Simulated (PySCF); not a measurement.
## Atomic charges by several schemes

Compound: C3H9NO2Si2.
Atom-mapped SMILES: `[NH2:1][C:2](=[O:3])[Si@H:4]1[CH2:5][CH2:6][SiH2:7][O:8]1` (hydrogens: H9, H10 on N1; H11 on Si4; H12, H13 on C5; H14, H15 on C6; H16, H17 on Si7)

Geometry (PBE0-D3(BJ)/def2-SVP, Å), atoms numbered from 1 in this order:
```
atom  x, y, z in Å
N1     2.755   -0.358   -0.981
C2     2.114    0.788   -0.652
O3     2.435    1.896   -1.048
Si4    0.583    0.617    0.477
C5    -1.030    1.066   -0.402
C6    -2.109    0.088    0.116
Si7   -1.247   -1.564    0.459
O8     0.315   -1.022    0.784
H9     3.576   -0.326   -1.576
H10    2.448   -1.242   -0.594
H11    0.827    1.366    1.742
H12   -0.863    0.920   -1.483
H13   -1.321    2.120   -0.273
H14   -2.522    0.450    1.074
H15   -2.961    0.000   -0.577
H16   -1.800   -2.305    1.630
H17   -1.224   -2.480   -0.722
```

Density: PBE0/pcSseg-1 (PySCF); schemes: Mulliken, IAO, Hirshfeld and ESP-fitted. Geometry: PBE0-D3(BJ)/def2-SVP, one conformer, isolated molecule.

Question: Tabulate the Mulliken, IAO, Hirshfeld and ESP-fitted charges.

Answer: In e:

```json
{"atom": "N1", "environment": "nitrogen bound to a carbonyl carbon", "Mulliken": "-0.387", "IAO": "-0.492", "Hirshfeld": "-0.168", "ESP-fitted": "-0.813"}
{"atom": "C2", "environment": "carbonyl carbon", "Mulliken": "+0.134", "IAO": "+0.177", "Hirshfeld": "+0.076", "ESP-fitted": "+0.559"}
{"atom": "O3", "environment": "carbonyl oxygen", "Mulliken": "-0.427", "IAO": "-0.490", "Hirshfeld": "-0.299", "ESP-fitted": "-0.542"}
{"atom": "Si4", "environment": "oxygen-bound silicon", "Mulliken": "+0.985", "IAO": "+1.051", "Hirshfeld": "+0.411", "ESP-fitted": "+0.351"}
{"atom": "C5", "environment": "sp3 carbon bound to silicon", "Mulliken": "-0.554", "IAO": "-0.548", "Hirshfeld": "-0.156", "ESP-fitted": "-0.117"}
{"atom": "C6", "environment": "sp3 carbon bound to silicon", "Mulliken": "-0.563", "IAO": "-0.553", "Hirshfeld": "-0.159", "ESP-fitted": "-0.279"}
{"atom": "Si7", "environment": "oxygen-bound silicon", "Mulliken": "+0.838", "IAO": "+0.970", "Hirshfeld": "+0.401", "ESP-fitted": "+0.617"}
{"atom": "O8", "environment": "siloxane oxygen", "Mulliken": "-0.782", "IAO": "-0.881", "Hirshfeld": "-0.322", "ESP-fitted": "-0.490"}
{"atom": "H9", "environment": "N–H hydrogen", "Mulliken": "+0.189", "IAO": "+0.277", "Hirshfeld": "+0.140", "ESP-fitted": "+0.391"}
{"atom": "H10", "environment": "N–H hydrogen", "Mulliken": "+0.221", "IAO": "+0.286", "Hirshfeld": "+0.133", "ESP-fitted": "+0.360"}
{"atom": "H11", "environment": "Si–H hydrogen", "Mulliken": "-0.078", "IAO": "-0.130", "Hirshfeld": "-0.073", "ESP-fitted": "-0.062"}
{"atom": "H12", "environment": "methylene hydrogen", "Mulliken": "+0.158", "IAO": "+0.152", "Hirshfeld": "+0.044", "ESP-fitted": "+0.066"}
{"atom": "H13", "environment": "methylene hydrogen", "Mulliken": "+0.164", "IAO": "+0.158", "Hirshfeld": "+0.047", "ESP-fitted": "+0.053"}
{"atom": "H14", "environment": "methylene hydrogen", "Mulliken": "+0.155", "IAO": "+0.148", "Hirshfeld": "+0.042", "ESP-fitted": "+0.099"}
{"atom": "H15", "environment": "methylene hydrogen", "Mulliken": "+0.158", "IAO": "+0.153", "Hirshfeld": "+0.043", "ESP-fitted": "+0.067"}
{"atom": "H16", "environment": "Si–H hydrogen", "Mulliken": "-0.105", "IAO": "-0.134", "Hirshfeld": "-0.077", "ESP-fitted": "-0.126"}
{"atom": "H17", "environment": "Si–H hydrogen", "Mulliken": "-0.107", "IAO": "-0.145", "Hirshfeld": "-0.084", "ESP-fitted": "-0.132"}
```

Mean size of the charges over all atoms: IAO 0.397 e, Mulliken 0.353 e, ESP-fitted 0.301 e, Hirshfeld 0.157 e. Each set sums to the total charge, 0, to within 0.001 e. The Mulliken scheme counts on each atom the diagonal of the density matrix times the overlap matrix over that atom's basis functions. The IAO scheme projects the occupied orbitals on a minimal set of polarised atomic orbitals and counts the electrons in each atom's part of it.

Lowest charge. The schemes don't all agree: Mulliken O8 (-0.782); IAO O8 (-0.881); Hirshfeld O8 (-0.322); ESP-fitted N1 (-0.813).

Highest charge. The schemes don't all agree: Mulliken Si4 (+0.985); IAO Si4 (+1.051); Hirshfeld Si4 (+0.411); ESP-fitted Si7 (+0.617).

Question: How closely do the schemes follow one another over all atoms?

Answer: Correlation coefficient and root-mean-square difference: Mulliken with IAO 1.00, 0.062 e; IAO with Hirshfeld 0.98, 0.307 e; Mulliken with Hirshfeld 0.97, 0.264 e; Hirshfeld with ESP-fitted 0.85, 0.233 e; IAO with ESP-fitted 0.83, 0.280 e; Mulliken with ESP-fitted 0.80, 0.274 e.

Question: Sum the charges by element, for elements with more than one atom.

Answer: 
| element | atoms | Mulliken | IAO | Hirshfeld | ESP-fitted |
| --- | --- | --- | --- | --- | --- |
| C | 3 | -0.983 | -0.924 | -0.238 | +0.163 |
| O | 2 | -1.209 | -1.371 | -0.620 | -1.032 |
| Si | 2 | +1.824 | +2.021 | +0.812 | +0.968 |
| H | 9 | +0.755 | +0.766 | +0.215 | +0.714 |

Question: How many electrons does the ESP-fitted scheme count on Si7?

Answer: Z − q = 14 − (+0.617) = 13.383.
